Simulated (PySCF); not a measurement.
Two species compared at the same levels of theory.

First species: C4H11ClO2SSi.
Numbering: `[CH3:1][CH2:2][C@H:3]([SiH3:4])[CH2:5][S:6](=[O:7])(=[O:8])[Cl:9]` (hydrogens: H10, H11, H12 on C1; H13, H14 on C2; H15 on C3; H16, H17, H18 on Si4; H19, H20 on C5)

Cartesian coordinates in Å at the GFN2-xTB level; atoms count from 1:
```
atom  x, y, z in Å
C1    -2.2294    0.3735   -0.6994
C2    -1.3119   -0.8386   -0.7873
C3     0.0482   -0.6321   -0.1064
Si4   -0.0488   -0.2833    1.7824
C5     0.8526    0.4398   -0.8067
S6     2.4291    0.4385    0.0430
O7     3.0327   -0.8522    0.0166
O8     2.3293    1.1227    1.2929
Cl9    3.5610    1.6351   -1.1563
H10   -3.1967    0.1383   -1.1370
H11   -2.3816    0.6592    0.3390
H12   -1.8155    1.2209   -1.2400
H13   -1.8014   -1.6883   -0.3092
H14   -1.1564   -1.0975   -1.8392
H15    0.6105   -1.5638   -0.2278
H16    1.0751   -0.8828    2.4859
H17   -0.2467    1.1445    2.0186
H18   -1.2640   -0.9909    2.2155
H19    1.0539    0.2261   -1.8550
H20    0.4549    1.4418   -0.6834
```

Second species: C7H8N2O.
Numbering: `[CH3:1][C:2](=[O:3])[c:4]1[cH:5][cH:6][c:7]([CH3:8])[n:9][n:10]1` (hydrogens: H11, H12, H13 on C1; H14 on C5; H15 on C6; H16, H17, H18 on C8)

Levels: PBE0/pcSseg-1 for dipole moment, HOMO energy, LUMO energy and HOMO–LUMO gap; GFN2-xTB for rotational constant A and rotational constant C. Geometries: GFN2-xTB. Each structure is a single optimised conformer of the isolated species, non-relativistic unless stated. Electronic properties by PySCF.

Dipoles, sizes and rotational constants follow the conformer. The torsions of the flexible species, by atom-mapped SMILES:
- `[CH3:1][CH2:2][C@H:3]([SiH3:4])[CH2:5][S:6](=[O:7])(=[O:8])[Cl:9]`: C1–C2–C3–Si4 61°, C2–C3–C5–S6 -176°, C3–C5–S6–O7 56°
- `[CH3:1][C:2](=[O:3])[c:4]1[cH:5][cH:6][c:7]([CH3:8])[n:9][n:10]1`: C1–C2–C4–C5 180°

Question: Which has the higher rotational constant A?

Answer: The second: 3.710 GHz against 1.735 GHz, a difference of 1.975 GHz.

Question: Which has the higher HOMO energy?

Answer: The second: -6.91 eV against -8.88 eV, a difference of 1.97 eV.

Question: Which of the two has the higher HOMO–LUMO gap, and by how much?

Answer: The first: 7.47 eV against 4.81 eV, a difference of 2.66 eV.

Question: Which has the higher rotational constant C?

Answer: The second: 0.696 GHz against 0.544 GHz, a difference of 0.152 GHz.

Question: Which has the higher dipole moment?

Answer: The first: 4.17 D against 3.15 D, a difference of 1.02 D.

Question: Which has the higher LUMO energy?

Answer: The first: -1.41 eV against -2.10 eV, a difference of 0.69 eV.

On the first: A dipole of 4.17 D is allowed in C1, and pure rotational transitions are dipole-allowed. The dipole equals about 13.9 × 10⁻³⁰ C·m (1 D = 3.33564 × 10⁻³⁰ C·m).

On the second: A dipole of 3.15 D is allowed in Cs, and pure rotational transitions are dipole-allowed. The dipole matches unit charges of opposite sign 0.66 Å apart (1 e·Å = 4.8032 D).
